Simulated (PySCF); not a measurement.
Species: C5H5F3O2.
Atom-mapped SMILES: `[F:1][C:2]([F:3])([F:4])[O:5][C:6]1=[CH:7][O:8][CH2:9][CH2:10]1` (hydrogens: H11 on C7; H12, H13 on C9; H14, H15 on C10)

The same species was optimised twice, with GFN2-xTB and with PBE0-D3(BJ)/def2-SVP (PySCF), and the same property calculations (PySCF, gas phase) were run on both structures.

```tsv
coordinate	GFN2-xTB	PBE0-D3(BJ)/def2-SVP	change
C2–O5 (Å)	1.316	1.344	+0.028
O5–C6 (Å)	1.399	1.373	-0.026
C2–F4 (Å)	1.346	1.331	-0.015
C6–C10 (Å)	1.504	1.494	-0.010
C2–F3 (Å)	1.346	1.335	-0.011
F1–C2 (Å)	1.326	1.317	-0.009
C6=C7 (Å)	1.328	1.337	+0.009
C7–O8 (Å)	1.356	1.354	-0.002
C9–C10 (Å)	1.539	1.541	+0.002
O8–C9 (Å)	1.434	1.434	0.000
C2–O5–C6 (°)	117.2	119.5	+2.3
F3–C2–F4 (°)	105.2	107.1	+1.9
F3–C2–O5 (°)	114.0	112.1	-1.9
F1–C2–F4 (°)	106.9	108.7	+1.8
F4–C2–O5 (°)	114.0	112.3	-1.7
F1–C2–F3 (°)	106.9	108.6	+1.7
F1–C2–O5 (°)	109.3	107.9	-1.4
O5–C6–C7 (°)	130.8	131.2	+0.4
F1–C2–O5–C6 (°)	180	179	-1
C2–O5–C6–C7 (°)	0	10	+10
```

Rotational constants: A = 3314, B = 802.8, C = 733.6 MHz (GFN2-xTB) against A = 3302, B = 799.8, C = 731.6 MHz (PBE0-D3(BJ)/def2-SVP).

On the GFN2-xTB structure: HOMO (eV) -6.39 [PBE0/pcSseg-1]; LUMO (eV) 0.49 [PBE0/pcSseg-1]; dipole (D) 2.69 [PBE0/pcSseg-1]; GIAO shielding of F1/F3/F4 (mean) (ppm) 247.1 [PBE0/pcSseg-1]; GIAO shielding of C2 (ppm) 57.2 [PBE0/pcSseg-1]; GIAO shielding of O5 (ppm) 199.5 [PBE0/pcSseg-1]; GIAO shielding of C6 (ppm) 49.0 [PBE0/pcSseg-1]; GIAO shielding of C7 (ppm) 48.8 [PBE0/pcSseg-1]; GIAO shielding of O8 (ppm) 245.8 [PBE0/pcSseg-1]; GIAO shielding of C9 (ppm) 117.3 [PBE0/pcSseg-1]; GIAO shielding of C10 (ppm) 153.2 [PBE0/pcSseg-1].

Problem. What do these properties become on the PBE0-D3(BJ)/def2-SVP structure?

Solution. 
```csv
property,level,on GFN2-xTB,on PBE0-D3(BJ)/def2-SVP,change
HOMO (eV),PBE0/pcSseg-1,-6.39,-6.20,+0.19
LUMO (eV),PBE0/pcSseg-1,0.49,0.56,+0.07
dipole (D),PBE0/pcSseg-1,2.69,2.16,-0.53
"energy, GFN2-xTB geometry as zero (kcal/mol)",PBE0/pcSseg-1,0.0,-1.0,-1.0
GIAO shielding of F1/F3/F4 (mean) (ppm),PBE0/pcSseg-1,247.1,253.1,+6.0
GIAO shielding of C2 (ppm),PBE0/pcSseg-1,57.2,57.8,+0.6
GIAO shielding of O5 (ppm),PBE0/pcSseg-1,199.5,194.6,-4.9
GIAO shielding of C6 (ppm),PBE0/pcSseg-1,49.0,50.4,+1.4
GIAO shielding of C7 (ppm),PBE0/pcSseg-1,48.8,49.3,+0.5
GIAO shielding of O8 (ppm),PBE0/pcSseg-1,245.8,248.5,+2.7
GIAO shielding of C9 (ppm),PBE0/pcSseg-1,117.3,116.1,-1.2
GIAO shielding of C10 (ppm),PBE0/pcSseg-1,153.2,151.9,-1.3
```

The heavy atoms differ by 0.080 Å rms after alignment. Among bonds between heavy atoms C2–O5 changes most (+0.028 Å). Changes are differences of the printed values. Neither structure is proved a minimum here.

Conformer computed: `[F:1][C:2]([F:3])([F:4])[O:5][C:6]1=[CH:7][O:8][CH2:9][CH2:10]1`: F1–C2–O5–C6 179°, C2–O5–C6–C7 10°.
